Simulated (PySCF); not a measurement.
C₄H₂Br₂, SMILES C(=C(/C#C)Br)/Br. Coordinates come from a PBE0-D3(BJ)/def2-SVP optimisation. The structure was generated by enumeration; whether it is a known compound was not checked.

Q: Give the equilibrium geometry at PBE0-D3(BJ)/def2-SVP (PySCF confirms it by a frequency run) as Cartesian coordinates in Å, and its point group. (Estimate from the structure and the level; the computed values follow.)

A: point group Cs.
```xyz
8

C      2.7960    -0.1592     0.0000
C      1.5897    -0.2877     0.0000
C      0.1871    -0.4629     0.0000
Br    -0.4183    -2.2619     0.0000
C     -0.7370     0.5134     0.0000
Br    -0.2981     2.3225     0.0000
H      3.8637    -0.0373     0.0000
H     -1.8062     0.2975     0.0000
```
Charge 0, spin multiplicity 1.
